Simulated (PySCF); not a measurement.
The dipole of `[SiH2]([Si@@H](CC)Cl)OCC` from its density and from atomic charges.

Coordinates (GFN2-xTB, Å) and charges (e) from the PBE0/pcSseg-1 density (PySCF):

```csv
atom,x,y,z,Mulliken,IAO,Hirshfeld,ESP-fitted
C1,-3.090,1.710,0.166,-0.2767,-0.4242,-0.1211,-0.4303
C2,-2.741,0.511,-0.702,+0.0355,-0.0364,+0.0149,+0.3201
O3,-1.368,0.252,-0.624,-0.6491,-0.6530,-0.2224,-0.3894
Si4,-0.527,-0.929,-1.344,+0.6288,+0.7220,+0.3019,+0.3493
Si5,1.577,-0.383,-0.609,+0.4792,+0.6448,+0.2835,+0.1836
Cl6,2.871,-1.680,-1.508,-0.3438,-0.3391,-0.1375,-0.2049
C7,1.832,-0.574,1.280,-0.5692,-0.5247,-0.1548,+0.0151
C8,3.289,-0.438,1.714,-0.2817,-0.4108,-0.1186,-0.2521
H9,-2.840,1.503,1.203,+0.1176,+0.1474,+0.0428,+0.1167
H10,-4.152,1.926,0.091,+0.1100,+0.1454,+0.0473,+0.1065
H11,-2.524,2.579,-0.159,+0.1190,+0.1488,+0.0433,+0.1219
H12,-3.011,0.706,-1.747,+0.1059,+0.1241,+0.0378,+0.0093
H13,-3.297,-0.374,-0.372,+0.1046,+0.1231,+0.0374,+0.0061
H14,-1.052,-2.250,-0.952,-0.1022,-0.1403,-0.0844,-0.0928
H15,-0.730,-0.893,-2.802,-0.0993,-0.1420,-0.0862,-0.0893
H16,2.098,0.946,-0.974,-0.0373,-0.1094,-0.0751,-0.0390
H17,1.459,-1.550,1.602,+0.1455,+0.1456,+0.0374,+0.0309
H18,1.230,0.172,1.803,+0.1474,+0.1514,+0.0413,+0.0257
H19,3.684,0.537,1.439,+0.1190,+0.1384,+0.0389,+0.0735
H20,3.899,-1.197,1.231,+0.1261,+0.1446,+0.0311,+0.0694
H21,3.386,-0.556,2.792,+0.1209,+0.1441,+0.0426,+0.0698
```

Compute μ = Σ q r for each scheme (1 e·Å = 4.803 D) and compare with the dipole of the full density.

The full density gives (-2.34, 0.97, 1.14) D, 2.77 D in size; dipole vectors point from the negative to the positive end.

```csv
scheme,μx,μy,μz,size (D),share of the full size (%),angle to the full dipole (°)
Mulliken,-3.87,1.45,-0.06,4.13,149,25
IAO,-2.60,0.54,-0.18,2.66,96,30
Hirshfeld,-1.44,0.54,0.23,1.55,56,16
ESP-fitted,-2.37,0.99,1.12,2.80,101,1
```

Which set comes closest?

Length of the difference vector: ESP-fitted 0.04 D, Hirshfeld 1.35 D, IAO 1.40 D, Mulliken 2.00 D. Closest: ESP-fitted. The schemes that divide the density aren't constrained to reproduce the dipole.

What is left for the Hirshfeld atoms' own dipoles?

The Hirshfeld atoms' densities add up to the full density, so μ = Σ q r + Σ (atomic dipoles). The atomic dipoles sum to (-2.34, 0.97, 1.14) − (-1.44, 0.54, 0.23) = (-0.90, 0.43, 0.91) D, 1.35 D in size.

With the origin at the mean of the coordinates, (0.000, 0.001, 0.073) Å, which are the largest single terms, by size, of the IAO dipole along the direction of the full one?

C1 -6.60, Cl6 +5.95, Si5 -5.40, C8 +4.45, C7 +3.15 D; all 21 atoms together +2.31 D. The single terms depend on the origin, their sum doesn't.

Give the size of the full dipole in other units.

2.77 D = 1.092 au = 0.578 e·Å = 9.26 × 10⁻³⁰ C·m.

The structure is a single GFN2-xTB conformer in the gas phase; no vibrational or solvent corrections.

The values belong to the conformer `[CH3:1][CH2:2][O:3][SiH2:4][Si@H:5]([Cl:6])[CH2:7][CH3:8]`: C1–C2–O3–Si4 179°, C2–O3–Si4–Si5 178°, O3–Si4–Si5–Cl6 -176°, Si4–Si5–C7–C8 170°.
